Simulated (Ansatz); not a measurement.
Reactions of CH5BGeO2, SMILES `[BH2][GeH]1[O]C[O]1`.

Gas-phase electronic energies from Ansatz, PBE0-D4/def2-TZVP geometries. CBS: MP2 limit from def2 TZ/QZ plus the TZ coupled-cluster correction, frozen cores. This one scheme is used for every species. DFT in def2-TZVPP. For Ge outer-core shells are correlated without core-valence functions, which leaves a few kJ/mol of doubt a bond. Scalar relativity is left out up to krypton. One conformer a species, not always the lowest.

| reaction | B2PLYP (kJ/mol) | CCSD/CBS(def2) (kJ/mol) | r2SCAN-D4 (kJ/mol) | MP2/CBS(def2) (kJ/mol) | CCSD(T)/CBS(def2) (kJ/mol) |
| --- | --- | --- | --- | --- | --- |
| `[BH2][GeH]1[O]C[O]1` + `S[CH2][GeH3]` → `BS[CH2][GeH3]` + `C1[O][GeH2][O]1` | -119 | -112 | -124 | -123 | -116 |
| `[BH2][GeH]1[O]C[O]1` + `Cl[SiH]1N[SiH2]1` → `BN1[SiH2][SiH]1Cl` + `C1[O][GeH2][O]1` | -129 | -121 | -125 | -128 | -123 |
| `[BH2][GeH]1[O]C[O]1` + `O[SiH](O)F` → `BO[SiH](O)F` + `C1[O][GeH2][O]1` | -144 | -137 | -140 | -141 | -137 |
| `[BH2][GeH]1[O]C[O]1` + `C#C[SiH2]O` → `BO[SiH2]C#C` + `C1[O][GeH2][O]1` | -150 | -144 | -145 | -147 | -144 |
| `[BH2][GeH]1[O]C[O]1` + `BCBF` → `BCB(B)F` + `C1[O][GeH2][O]1` | 17 | 19 | 14 | 20 | 19 |

Largest T1 diagnostic: 0.014, for `BO[SiH2]C#C`.
